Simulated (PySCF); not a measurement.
Partial charges of `CN[SiH2]O[SiH2]O[SiH3]`

CH11NO2Si3.
SMILES with atom numbers: `[CH3:1][NH:2][SiH2:3][O:4][SiH2:5][O:6][SiH3:7]` (hydrogens: H8, H9, H10 on C1; H11 on N2; H12, H13 on Si3; H14, H15 on Si5; H16, H17, H18 on Si7)

Cartesian coordinates in Å at the GFN2-xTB level; atoms count from 1:
```
atom  x, y, z in Å
C1    -1.710    1.126   -0.277
N2    -2.161   -0.232   -0.478
Si3   -1.137   -1.586   -0.739
O4     0.051   -1.570    0.365
Si5    1.285   -0.908    1.159
O6     1.952    0.287    0.291
Si7    2.172    1.156   -1.054
H8    -2.447    1.680    0.310
H9    -0.772    1.105    0.274
H10   -1.543    1.661   -1.219
H11   -3.077   -0.261   -0.899
H12   -1.940   -2.764   -0.433
H13   -0.469   -1.650   -2.046
H14    2.280   -1.958    1.307
H15    0.786   -0.275    2.372
H16    3.612    1.119   -1.305
H17    1.419    0.575   -2.165
H18    1.690    2.502   -0.740
```

Density: PBE0/pcSseg-1 (PySCF); schemes: Mulliken, IAO, Hirshfeld and ESP-fitted. One conformer (not necessarily the lowest) at the GFN2-xTB geometry, without solvent, vibrations or thermal averaging.

Problem. Do the Mulliken, IAO, Hirshfeld and ESP-fitted schemes agree on where the charge is lowest?

Solution. The schemes don't all agree: Mulliken O6 (-0.738); IAO O6 (-0.893); Hirshfeld O6 (-0.304); ESP-fitted N2 (-0.696).

Problem. Do the Mulliken, IAO, Hirshfeld and ESP-fitted schemes agree on where the charge is highest?

Solution. All schemes agree: Mulliken Si5 (+1.035); IAO Si5 (+1.218); Hirshfeld Si5 (+0.461); ESP-fitted Si5 (+0.653).

Problem. What partial charge does each atom carry?

Solution. In e:

```tsv
atom	environment	Mulliken	IAO	Hirshfeld	ESP-fitted
C1	N-methyl carbon	-0.114	-0.290	-0.066	+0.001
N2	silicon-bound nitrogen	-0.694	-0.693	-0.250	-0.696
Si3	oxygen-bound silicon	+0.942	+1.120	+0.422	+0.626
O4	siloxane oxygen	-0.726	-0.886	-0.300	-0.399
Si5	oxygen-bound silicon	+1.035	+1.218	+0.461	+0.653
O6	siloxane oxygen	-0.738	-0.893	-0.304	-0.438
Si7	oxygen-bound silicon	+0.709	+0.881	+0.392	+0.596
H8	methyl hydrogen	+0.119	+0.145	+0.046	+0.064
H9	methyl hydrogen	+0.120	+0.137	+0.041	+0.066
H10	methyl hydrogen	+0.105	+0.121	+0.032	+0.043
H11	N–H hydrogen	+0.194	+0.258	+0.116	+0.352
H12	Si–H hydrogen	-0.144	-0.156	-0.087	-0.134
H13	Si–H hydrogen	-0.155	-0.189	-0.097	-0.129
H14	Si–H hydrogen	-0.143	-0.166	-0.083	-0.121
H15	Si–H hydrogen	-0.158	-0.170	-0.084	-0.116
H16	Si–H hydrogen	-0.111	-0.139	-0.079	-0.123
H17	Si–H hydrogen	-0.118	-0.150	-0.078	-0.108
H18	Si–H hydrogen	-0.122	-0.147	-0.082	-0.138
```

Mean size of the charges over all atoms: IAO 0.431 e, Mulliken 0.358 e, ESP-fitted 0.267 e, Hirshfeld 0.168 e. Each set sums to the total charge, 0, to within 0.001 e. The IAO scheme projects the occupied orbitals on a minimal set of polarised atomic orbitals and counts the electrons in each atom's part of it.

Problem. How many electrons does the Mulliken scheme count on N2?

Solution. Z − q = 7 − (-0.694) = 7.694.

Problem. Sum the charges by element, for elements with more than one atom.

Solution. 
```
element  atoms  Mulliken     IAO  Hirshfeld  ESP-fitted
     Si      3    +2.686  +3.218     +1.275      +1.876
      O      2    -1.464  -1.779     -0.605      -0.837
      H     11    -0.414  -0.456     -0.355      -0.344
```

Problem. How closely do the schemes follow one another over all atoms?

Solution. Correlation coefficient and root-mean-square difference: Mulliken with IAO 1.00, 0.101 e; IAO with Hirshfeld 0.99, 0.359 e; Mulliken with Hirshfeld 0.99, 0.270 e; Mulliken with ESP-fitted 0.97, 0.168 e; Hirshfeld with ESP-fitted 0.97, 0.153 e; IAO with ESP-fitted 0.96, 0.259 e.
